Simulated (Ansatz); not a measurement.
`OB(O)[TeH]`, relaxed with RKS PBE-D4/def2-SVP in Ansatz 0.2.0 from a rough embedded geometry. The force threshold is 0.03 eV/Å; the program also tests the step.

Charge 0, multiplicity 1. Te takes the def2 core potential.

Start:

```xyz
7

O     0.915   -0.063   -1.229
B     0.284    0.125    0.014
O     0.860   -0.482    1.172
Te   -1.545    1.246    0.234
H     0.479   -0.866   -1.669
H     1.509    0.175    1.539
H    -2.503   -0.136   -0.062
```

(1) How much energy does the relaxation release, and in how many steps? (Estimate.)

(2) Which bonds change most? (Estimate.)

(3) Give the relaxed structure. (Best estimate.)

## Answers

(1) Computed: 1.40 eV, in 25 steps, 5 of them rejected.

(2) Computed: B2–Te4 from 2.156 to 2.235 Å; B2–O3 from 1.428 to 1.364 Å; O1–B2 from 1.407 to 1.362 Å; O1–H5 from 1.014 to 0.971 Å.

(3) Computed: 
```xyz
7

O     0.701   -0.650   -1.111
B     0.449   -0.061    0.091
O     1.464   -0.052    1.003
Te   -1.509    0.896    0.583
H    -0.024   -0.550   -1.749
H     1.212    0.282    1.879
H    -2.293    0.134   -0.695
```
